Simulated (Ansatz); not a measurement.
TCNQ (C₁₂H₄N₄). The state is a triplet with charge 0. Geometry PBE-D4/def2-SVP, that of the neutral singlet; atoms count from 1.

Cartesian coordinates in Å:
```
N -3.727 -2.923 0.180
C -2.964 -2.303 -0.464
C -2.031 -1.546 -1.233
C -2.168 -1.602 -2.652
N -2.271 -1.642 -3.823
C -1.021 -0.778 -0.620
C -0.896 -0.731 0.818
C 0.085 0.016 1.414
C 1.022 0.777 0.620
C 2.031 1.546 1.233
C 2.963 2.304 0.464
N 3.726 2.925 -0.181
C 2.167 1.603 2.652
N 2.270 1.644 3.823
C 0.897 0.730 -0.818
C -0.084 -0.017 -1.414
H -1.606 -1.308 1.430
H 0.173 0.046 2.510
H 1.607 1.307 -1.430
H -0.172 -0.047 -2.510
```

At PBE0-D4/def2-SVP a singlet of charge 0 lies 0.83 eV below the triplet at the same geometry.

(1) Estimate the Mulliken populations from the PBE0/def2-SVP orbitals of Ansatz.

(2) Where does the spin sit?

(3) And the Mayer bond orders between bonded heavy atoms (over 0.3)?

Results:

(1) 
| atom | charge (e) | spin (α − β) |
| --- | --- | --- |
| N1 | 0.05 | 0.28 |
| C2 | -0.04 | -0.20 |
| C3 | -0.21 | 0.67 |
| C4 | -0.04 | -0.20 |
| N5 | 0.05 | 0.28 |
| C6 | 0.11 | 0.00 |
| C7 | -0.02 | 0.09 |
| C8 | -0.02 | 0.09 |
| C9 | 0.11 | 0.00 |
| C10 | -0.21 | 0.67 |
| C11 | -0.04 | -0.20 |
| N12 | 0.05 | 0.28 |
| C13 | -0.04 | -0.20 |
| N14 | 0.05 | 0.28 |
| C15 | -0.02 | 0.09 |
| C16 | -0.02 | 0.09 |
| H17 | 0.07 | 0.00 |
| H18 | 0.07 | 0.00 |
| H19 | 0.07 | 0.00 |
| H20 | 0.07 | 0.00 |
Mulliken values and Mayer orders depend strongly on the basis.

(2) Summed by element: N 1.12, C 0.90, H -0.02, of 2 unpaired in all. Largest on single atoms: C10 0.67, C3 0.67, N14 0.28.

(3) N1–C2 2.87 (1.18 Å); C2–C3 1.16 (1.43 Å); C3–C4 1.16 (1.43 Å); C3–C6 1.19 (1.41 Å); C4–N5 2.87 (1.18 Å); C6–C7 1.27 (1.44 Å); C6–C16 1.27 (1.44 Å); C7–C8 1.44 (1.37 Å); C8–C9 1.27 (1.44 Å); C9–C10 1.19 (1.41 Å); C9–C15 1.27 (1.44 Å); C10–C11 1.16 (1.43 Å); C10–C13 1.16 (1.43 Å); C11–N12 2.87 (1.18 Å); C13–N14 2.87 (1.18 Å); C15–C16 1.44 (1.37 Å).
